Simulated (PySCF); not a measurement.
Molecule: `C(O[SiH3])=C1CC1`, C4H8OSi.

Geometry (Å), atoms numbered from 1 in this order:
```xyz
14

Si    2.758   -0.223    0.273
O     1.131   -0.272   -0.122
C     0.209    0.662    0.220
C    -1.086    0.500   -0.001
C    -2.441    1.036    0.105
C    -2.170   -0.338   -0.501
H     2.940   -0.209    1.756
H     3.356   -1.449   -0.315
H     3.398    1.000   -0.300
H     0.587    1.582    0.688
H    -2.920    1.078    1.090
H    -2.746    1.841   -0.573
H    -2.289   -0.455   -1.584
H    -2.459   -1.223    0.078
```

Geometry PBE0-D3(BJ)/def2-SVP throughout; GIAO in PySCF 2.14.0 with density-fitted response routines, gas phase, one conformer, non-relativistic; equivalent atoms averaged; basis pcSseg-1.

(1) How do the absolute shieldings σ depend on the functional? (a selection of nuclei; ppm; last column core-seconds on 1 thread of an Arm Neoverse V2, shared host; the GGAs took longer than the global hybrids here, which isn't the general rule, and the cause wasn't traced)

(2) Which nucleus among those listed moves most, in ppm?

## Answers

(1) 
```
functional                    kind    Si1     O2    C3    C4     C6     C5    H10  H7/H8/H9  H13/H14  core-s
        HF            Hartree–Fock  430.3  285.3  55.3  84.5  190.8  191.8  25.10     27.28    30.59     6.5
       LDA                     LDA  344.9  233.7  37.8  69.7  174.6  175.3  23.96     25.47    29.57      14
       PBE                     GGA  366.8  231.4  41.9  74.2  173.7  174.2  24.36     26.09    29.97      18
      BLYP                     GGA  362.5  227.4  36.8  68.3  169.4  169.9  24.56     26.41    30.14      17
      BP86                     GGA  365.8  231.8  41.6  73.7  173.3  173.8  24.40     26.19    30.03      17
      OPBE                     GGA  389.2  237.4  52.4  84.4  177.8  178.0  24.40     26.18    30.00      17
       KT2                     GGA  390.5  235.7  50.4  85.0  177.3  177.8  24.34     26.13    29.93      18
       KT3                     GGA  399.6  235.0  51.7  85.1  175.9  176.3  24.55     26.48    30.09      18
     B97-D                     GGA  382.7  234.5  44.9  76.5  173.0  173.5  24.59     26.54    30.18      17
     B3LYP           global hybrid  374.4  241.7  39.9  70.9  174.5  175.3  24.65     26.56    30.20      12
      PBE0           global hybrid  382.3  248.1  45.5  77.2  179.5  180.2  24.50     26.35    30.09      13
  mPW1PW91           global hybrid  381.2  247.6  44.6  76.2  178.5  179.2  24.57     26.45    30.14      13
      WP04           global hybrid  378.3  234.5  33.6  62.9  166.0  166.4  25.06     27.41    30.39      13
     B97-2           global hybrid  389.6  247.1  47.4  78.9  178.5  179.1  24.63     26.57    30.19      12
 BHandHLYP           global hybrid  393.9  260.0  44.8  75.0  181.1  182.0  24.79     26.81    30.30      12
 CAM-B3LYP  range-separated hybrid  377.0  254.6  41.4  72.4  178.9  179.7  24.63     26.53    30.19      17
   wB97X-D  range-separated hybrid  382.5  254.9  45.3  76.6  180.2  180.9  24.64     26.55    30.24      17
   LC-wPBE  range-separated hybrid  384.2  267.5  46.8  78.2  184.6  185.4  24.65     26.54    30.22      22
```

(2) Si1 (silicon bonded to O, 3 H): from 344.9 ppm with LDA to 430.3 ppm with HF. The smallest spread is 1.02 ppm, at H13/H14. Proton shifts span only some 12 ppm, so a few tenths of a ppm matter as much there as several ppm in carbon.
